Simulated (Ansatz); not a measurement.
Gas-phase electronic energies from Ansatz, PBE0-D4/def2-TZVP geometries. CBS: MP2 limit from def2 TZ/QZ plus the TZ coupled-cluster correction, frozen cores. Functionals use def2-TZVPP. B3LYP here is the variant with VWN-RPA as its local correlation; programs differ in this. For Ga outer-core shells are correlated without core-valence functions, which leaves a few kJ/mol of doubt a bond. Scalar relativity is left out up to krypton.

Reaction (isomerisation): `[CH2]1[SiH2][CH2][GaH]1` → `C1[CH2][GaH][SiH2]1`

`[CH2]1[SiH2][CH2][GaH]1`:

```xyz
11

C    -0.090    1.309    0.492
Si   -0.153   -0.498    1.027
C    -0.111   -1.194   -0.725
Ga    0.538    0.618   -1.280
H     0.496    2.030    1.061
H    -1.100    1.719    0.366
H    -1.319   -0.898    1.869
H     1.095   -0.864    1.759
H    -1.125   -1.335   -1.118
H     0.463   -2.094   -0.944
H     1.307    1.207   -2.508
```

`C1[CH2][GaH][SiH2]1`:

```xyz
11

C     0.128    0.833   -0.602
C     0.944    0.453    0.658
Ga   -0.347   -0.884    1.432
Si   -0.933   -0.730   -0.898
H    -0.553    1.659   -0.374
H     0.743    1.154   -1.448
H     1.847   -0.102    0.378
H     1.270    1.303    1.261
H    -0.654   -1.434    2.869
H    -0.183   -1.723   -1.726
H    -2.261   -0.528   -1.548
```

| level | ΔE (kJ/mol) | difference from CCSD(T)/CBS |
| --- | --- | --- |
| PBE0-D4 | 47.9 | -10.7 |
| B3LYP-D4 | 49.0 | -9.6 |
| PBE | 42.3 | -16.3 |
| PBE0 | 47.5 | -11.1 |
| B3LYP | 48.2 | -10.4 |
| HF/def2-TZVPP | 57.4 | -1.2 |
| MP2/def2-TZVPP | 64.3 | 5.7 |
| HF/def2-QZVPP | 58.1 | -0.5 |
| HF/CBS(def2) | 58.2 | -0.4 |
| MP2/CBS(def2) | 66.4 | 7.8 |
| CCSD(T)/CBS | 58.6 | 0 |

Largest T1 diagnostic among the species: 0.013.

From PBE to PBE0 (25 % exact exchange), in def2-TZVPP and without D4, ΔE moves by +5.1 kJ/mol.

CCSD(T)/CBS has its own doubt, a few kJ/mol and more with outer-core shells, so smaller differences from it don't rank the levels.
